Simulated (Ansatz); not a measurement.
C₂H₃N, charge +1, doublet, geometry from GFN2-xTB (a state made from the parent by changing its charge; the spin is typed, not shown lowest), with bond 6-1 at 1.8 times its length; CASSCF(3,3)/6-31G run with Ansatz (an electronic-structure program).

Input for Ansatz:
Ansatz 0.2 input:
```yaml
crystal:
  periodic: [false, false, false]
  atoms:
    - {symbol: C, position_ang: [-1.13935143, 0.02207009, -0.00818044]}
    - {symbol: C, position_ang: [0.26330038, -0.09870775, 0.02900151]}
    - {symbol: N, position_ang: [1.39856930, 0.03615321, -0.00827560]}
    - {symbol: H, position_ang: [-1.50563548, -0.66827292, -0.78961533]}
    - {symbol: H, position_ang: [-1.50847623, -0.14411357, 1.02017156]}
    - {symbol: H, position_ang: [-1.82373960, 1.81679582, -0.52905197]}
basis:
  gaussian:
    orbitals: 6-31G
hamiltonian:
  xc: hf
total_charge: 1
correlation: {active_space: {window: {electrons: 3, orbitals: 3}}}
magnetization: {spin_polarized: false, initial_magnetization: 1}
```

Task: Predict the main parts of the log of this Ansatz run.

Result: 
```
Functional definition: HF
482 factors; integrals over basis functions are off by at most 2.1e-4 eV
mean field evaluation 1: about -3567.7171 eV, gradient 3.9e1 eV
mean field evaluation 2: about -3567.8801 eV, gradient 3.9e1 eV
mean field evaluation 4: about -3573.2087 eV, gradient 1.1e1 eV
mean field evaluation 8: about -3574.1274 eV, gradient 4.1e-1 eV
mean field evaluation 16: about -3563.2860 eV, gradient 4.4e1 eV
mean field evaluation 32: about -3573.8300 eV, gradient 3.7e0 eV
mean field -3574.13056968 eV, -131.3468758032 hartree, gradient 8.5e-6 eV, S^2 0.750000; 2 other end points of the search recorded, 0 dependent functions left out
reference -3574.13056968 eV, -131.3468758032 hartree; 11, 10 occupied and 22, 23 virtual orbitals, 482 factors
state -3574.97092923 eV, -131.3777584467 hartree
Total energy: -3574.97092923 eV, -131.3777584467 hartree
```
